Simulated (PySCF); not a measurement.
C3H7ClSi, SMILES [SiH3]C/C=C\Cl. Atoms are numbered in the order given.

```xyz
12

Si    -1.9850    -0.0836    -0.8234
C     -0.3321    -1.0278    -0.7630
C      0.2021    -1.1086     0.6305
C      1.0333    -0.2382     1.2133
Cl     1.6788     1.1603     0.3914
H     -2.4998    -0.0476    -2.2247
H     -1.7902     1.3076    -0.3299
H     -2.9909    -0.7696     0.0400
H     -0.4963    -2.0345    -1.1805
H      0.3747    -0.4989    -1.4223
H     -0.1448    -1.9343     1.2617
H      1.3772    -0.3308     2.2443
```

Coordinates come from a B3LYP-D3(BJ)/def2-SVP optimisation. The structure was generated by enumeration; whether it is a known compound was not checked. The values are those of a single conformer.

Computed with KT2/pcSseg-1 (PySCF).

GIAO shieldings, no solvent; atoms listed in one row are averaged. δ = σ(ref) − σ: ²⁹Si against TMS (σ = 361.9 ppm); ¹³C against TMS (σ = 185.1 ppm); ³⁵Cl against HCl (σ = 945.4 ppm); ¹H against TMS (σ = 31.47 ppm), references at their B3LYP-D3(BJ)/def2-TZVP geometries, non-relativistic (without spin–orbit terms, shifts of atoms bonded to Cl or Br come out too high).

**Question.** Estimate the chemical shifts. (Estimate from the structure and the level; the computed values follow.)

**Answer.** 
```json
[
 {"nucleus": "²⁹Si", "atoms": "Si1", "count": "1", "δ (ppm)": "-73.2"},
 {"nucleus": "¹³C", "atoms": "C3", "count": "1", "δ (ppm)": "128.1"},
 {"nucleus": "¹³C", "atoms": "C4", "count": "1", "δ (ppm)": "125.4"},
 {"nucleus": "¹³C", "atoms": "C2", "count": "1", "δ (ppm)": "14.6"},
 {"nucleus": "³⁵Cl", "atoms": "Cl5", "count": "1", "δ (ppm)": "202.4"},
 {"nucleus": "¹H", "atoms": "H12", "count": "1", "δ (ppm)": "6.17"},
 {"nucleus": "¹H", "atoms": "H11", "count": "1", "δ (ppm)": "6.04"},
 {"nucleus": "¹H", "atoms": "H6, H7, H8", "count": "3", "δ (ppm)": "4.16"},
 {"nucleus": "¹H", "atoms": "H10", "count": "1", "δ (ppm)": "2.72"},
 {"nucleus": "¹H", "atoms": "H9", "count": "1", "δ (ppm)": "1.89"}
]
```
